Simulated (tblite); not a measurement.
Species: CH7N3OSi2.
Atom-mapped SMILES: `[NH2:1][Si@@H:2]1[NH:3][SiH2:4][N:5]1[CH:6]=[O:7]` (hydrogens: H8, H9 on N1; H10 on Si2; H11 on N3; H12, H13 on Si4; H14 on C6)

Structure optimised with GFN2-xTB, isolated species.

List the bond lengths, angles and torsions at this level.

```csv
bond,length (bohr),order
N1–Si2,3.238,single
Si2–N3,3.308,single
N3–Si4,3.272,single
Si4–N5,3.320,single
N5–C6,2.504,single
C6=O7,2.291,double
Si2–N5,3.344,single
"N1–H8, N1–H9",1.905,single
Si2–H10,2.754,single
N3–H11,1.895,single
Si4–H12,2.756,single
Si4–H13,2.754,single
C6–H14,2.097,single
```

Bonds in one row agree within 0.02 bohr and their mean is given. Orders are formal, as drawn. A selection of angles:
```csv
angle,degrees
Si2–N1–H8,119.4
Si2–N1–H9,114.8
H8–N1–H9,110.1
N1–Si2–N3,115.2
N1–Si2–N5,108.9
N1–Si2–H10,120.0
N3–Si2–N5,82.0
N3–Si2–H10,112.0
N5–Si2–H10,112.3
Si2–N3–Si4,98.4
Si2–N3–H11,130.9
Si4–N3–H11,130.8
N3–Si4–N5,82.9
N3–Si4–H12,115.0
N3–Si4–H13,115.9
N5–Si4–H12,111.2
N5–Si4–H13,112.5
H12–Si4–H13,115.0
Si4–N5–C6,136.5
Si2–N5–Si4,96.7
Si2–N5–C6,126.4
N5–C6–O7,124.4
N5–C6–H14,113.7
O7–C6–H14,121.8
```

Torsions: N1–Si2–N3–Si4 -108° (anticlinal); Si2–N3–Si4–N5 0° (synperiplanar); N3–Si4–N5–C6 172° (antiperiplanar); Si4–N5–C6–O7 -173° (antiperiplanar); N1–Si2–N5–Si4 114° (anticlinal).

Si2 (SiH silicon) has angles from 82.0° to 120.0°. The 4-membered ring Si2–N3–Si4–N5 has internal angles of 82.0° to 98.4°; it is planar, 0.00 Å rms from its mean plane, widest ring torsion 0°. N1 (silicon-bound nitrogen) is pyramidal (angles 119.4°, 114.8° and 110.1°, sum 344.4°, 0.27 Å off the plane of its three neighbours). Of the pairs four or more bonds apart, O7···H9 is among the closest relative to their van der Waals radii: 2.81 Å, 103 % of the sum of Bondi's values. N5 (amide nitrogen) is planar (angles 136.5°, 126.4° and 96.7°, sum 359.6°, 0.05 Å off the plane of its three neighbours). Si4 (SiH2 silicon) has angles from 82.9° to 115.9°. The 5 N–Si bonds span 1.713 Å (N1–Si2, drawn single) to 1.770 Å (Si2–N5, drawn single), a spread of 0.057 Å.

Point group: C1 (no symmetry element, even within 0.4 Å). Its GFN2-xTB frequencies are all real (lowest 69 cm⁻¹). One conformer, not necessarily the lowest (H–N1–Si2–N3 -92° and 134°, Si4–N5–C6–O7 -173°).

Time: 1.8 s wall. Hardware: an Arm Neoverse N1 with one thread, shared host. That covers the optimisation of the geometry.

All values are computed, not measured.
